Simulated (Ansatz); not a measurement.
`F[SiH]([AlH2])[GeH3]` + `[SiH3]S` → `[SiH3][S][GeH3]` + `F[SiH2][AlH2]` at 400 K and 1 bar (cleavage of the Ge–Si bond).

Program: Ansatz. Geometries: PBE0-D4/def2-TZVP. ΔE: electronic, gas phase. CCSD(T)/CBS adds triple-zeta CCSD(T) − MP2 to the extrapolated MP2 energy (def2 sets, frozen cores). For Ge outer-core shells are correlated without core-valence functions, which leaves a few kJ/mol of doubt a bond. Scalar relativity is left out up to krypton.

```json
{"species": "`F[SiH]([AlH2])[GeH3]`", "CCSD(T)/CBS energy (Eh)": "-2710.63746", "H − E (kJ/mol)": "166.2", "S (J/(mol·K))": "432.0"}
{"species": "`[SiH3]S`", "CCSD(T)/CBS energy (Eh)": "-689.27336", "H − E (kJ/mol)": "109.8", "S (J/(mol·K))": "293.0"}
{"species": "`[SiH3][S][GeH3]`", "CCSD(T)/CBS energy (Eh)": "-2766.60510", "H − E (kJ/mol)": "163.4", "S (J/(mol·K))": "384.4"}
{"species": "`F[SiH2][AlH2]`", "CCSD(T)/CBS energy (Eh)": "-633.31837", "H − E (kJ/mol)": "112.8", "S (J/(mol·K))": "342.1"}
```

H − E and S are ideal-gas, rigid-rotor, harmonic terms from PBE0-D4/def2-TZVP, for one conformer and one mirror image of each species. 1 Eh = 2625.50 kJ/mol, R = 8.31446 J/(mol·K).

Problem. By hand: ΔE, ΔH, ΔS and ΔG.

Solution. ΔE = (-2766.60510) + (-633.31837) − (-2710.63746) − (-689.27336) = -0.01265 Eh = -33.2 kJ/mol. Δ(H − E) = 163.4 + 112.8 − 166.2 − 109.8 = 0.2, so ΔH = -33.0 kJ/mol. ΔS = 384.4 + 342.1 − 432.0 − 293.0 = 1.5 J/(mol·K). ΔG = -33.0 − 400 × (1.5)/1000 = -33.6 kJ/mol.

Problem. By hand: the equilibrium constant, and the temperature at which ΔG would vanish if ΔH and ΔS stayed fixed.

Solution. log₁₀ K = −ΔG/(RT ln 10) = 4.4. ΔH and −TΔS have one sign here, so there is no such temperature.

The number of gas molecules stays the same, so ΔS is small and ΔH decides. A doubt of 5 kJ/mol in ΔE shifts log₁₀ K by 0.7 here. Other conformers and mirror images would add mixing entropy, several J/(mol·K) or more a flexible species. Modes under 60 cm⁻¹, often nearly free rotors, make the harmonic entropy too high. These are equilibria of isolated gas molecules and say nothing of rates. Largest T1 diagnostic: 0.012 (customary marks: 0.02 for closed shells, 0.045 for open ones).

ΔS is within the doubt of such terms, so its sign, and with it that verdict, could turn.
